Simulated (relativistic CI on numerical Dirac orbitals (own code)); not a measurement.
## F IX: computed level list

Calculated at this level of theory: Dirac equation for one electron, model QED (radiative potential, 1s self-energy scaled to tabulated hydrogen-like ionisation energies) (own radial code, finite nucleus).

CI space: 1s, 2s, 2p, 3s, 3p, 3d, 4s, 4p, 4d, 4f, 5s, 5p, 5d, 5f, 5g, 6s, 6p, 6d. Levels of other configurations are missing.

The lowest level is 1s 2S_1/2, with 100 % of that term; Hund's rules for 1s give 2S with J = 1/2, in agreement.

| No. | Configuration | Term | J | E (Ry) | % | Landé g | Lifetime (s) |
| --- | --- | --- | --- | --- | --- | --- | --- |
| 1 | 1s | 2S | 1/2 | 0.0000 | 100 | 1.999 |  |
| 2 | 2p | 2P° | 1/2 | 60.8008 | 100 | 0.665 | 2.43e-13 |
| 3 | 2s | 2S | 1/2 | 60.8019 | 100 | 2.002 |  |
| 4 | 2p | 2P° | 3/2 | 60.8228 | 100 | 1.334 | 2.43e-13 |
| 5 | 3p | 2P° | 1/2 | 72.0681 | 100 | 0.666 | 8.03e-13 |
| 6 | 3s | 2S | 1/2 | 72.0685 | 100 | 2.002 | 2.39e-11 |
| 7 | 3d | 2D | 3/2 | 72.0746 | 100 | 0.799 | 2.35e-12 |
| 8 | 3p | 2P° | 3/2 | 72.0746 | 100 | 1.334 | 8.03e-13 |
| 9 | 3d | 2D | 5/2 | 72.0768 | 100 | 1.200 | 2.35e-12 |
| 10 | 4p | 2P° | 1/2 | 76.0108 | 100 | 0.666 | 1.88e-12 |
| 11 | 4s | 2S | 1/2 | 76.0109 | 100 | 2.002 | 3.43e-11 |
| 12 | 4d | 2D | 3/2 | 76.0136 | 100 | 0.799 | 5.49e-12 |
| 13 | 4p | 2P° | 3/2 | 76.0136 | 100 | 1.334 | 1.88e-12 |
| 14 | 4f | 2F° | 5/2 | 76.0145 | 100 | 0.857 | 1.10e-11 |
| 15 | 4d | 2D | 5/2 | 76.0145 | 100 | 1.200 | 5.50e-12 |
| 16 | 4f | 2F° | 7/2 | 76.0149 | 100 | 1.143 | 1.10e-11 |
| 17 | 5p | 2P° | 1/2 | 77.8353 | 100 | 0.666 | 3.63e-12 |
| 18 | 5s | 2S | 1/2 | 77.8354 | 100 | 2.002 | 5.33e-11 |
| 19 | 5d | 2D | 3/2 | 77.8367 | 100 | 0.799 | 1.06e-11 |
| 20 | 5p | 2P° | 3/2 | 77.8367 | 100 | 1.334 | 3.62e-12 |
| 21 | 5f | 2F° | 5/2 | 77.8372 | 100 | 0.857 | 2.14e-11 |
| 22 | 5d | 2D | 5/2 | 77.8372 | 100 | 1.200 | 1.06e-11 |
| 23 | 5g | 2G | 7/2 | 77.8374 | 100 | 0.889 | 3.58e-11 |
| 24 | 5f | 2F° | 7/2 | 77.8374 | 100 | 1.143 | 2.14e-11 |
| 25 | 5g | 2G | 9/2 | 77.8376 | 100 | 1.111 | 3.58e-11 |
| 26 | 6p | 2P° | 1/2 | 78.8263 | 100 | 0.666 | 6.22e-12 |
| 27 | 6s | 2S | 1/2 | 78.8263 | 100 | 2.002 | 8.10e-11 |
| 28 | 6d | 2D | 3/2 | 78.8271 | 100 | 0.799 | 1.81e-11 |
| 29 | 6p | 2P° | 3/2 | 78.8271 | 100 | 1.334 | 6.22e-12 |
| 30 | 6d | 2D | 5/2 | 78.8273 | 100 | 1.200 | 1.81e-11 |

Energies count from the lowest computed level; ° marks odd parity; lifetimes are radiative, by E1, M1, E2, M2 decay to levels of this space only; some are left blank where a channel outside the calculation adds to the decay or the decay crosses a small, uncertain gap.
